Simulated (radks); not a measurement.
Results of a calculation; reference values are marked as such.
Mean orbital radii <r> (bohr) of the chlorine ion Cl14+, [He] 2s1, at several levels of relativity; Dirac values are averaged over j with weights 2j + 1. Spin-unpolarised spherical Kohn-Sham, PBE, point nucleus unless stated (finite: rms radius 3.3654 fm), a radial shooting solver on a logarithmic mesh with Libxc functionals. A level marked "c x" has the speed of light scaled by that factor.

| shell | non-rel. | Dirac | Dirac, finite nucleus | Dirac, c x 1.25 | change of magnitude, last against first (%) |
|---|---|---|---|---|---|
| 1s | 0.09058 | 0.09013 | 0.09013 | 0.09029 | -0.32 |
| 2s | 0.3814 | 0.3795 | 0.3795 | 0.3802 | -0.33 |
